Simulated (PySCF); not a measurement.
Method: PBE-D3(BJ)/def2-TZVP // B3LYP-D3(BJ)/def2-TZVP (PySCF). Isolated molecules, 0 K electronic values unless said otherwise. One relaxed conformer stands for a flexible species; it need not be the lowest. 

Reference species (SMILES): `[H]/N=C1/CO1` (neutral, multiplicity 1).

The HOMO–LUMO gap is 5.99 eV. The HOMO is -6.66 eV.

Changed species: `C=NC=O` (C–N–C–O torsion 67°).

**Question.** What does the change do to the HOMO–LUMO gap and HOMO?

**Answer.** the HOMO–LUMO gap falls by 2.52 eV, to 3.47 eV; the HOMO rises by 0.49 eV, to -6.17 eV.
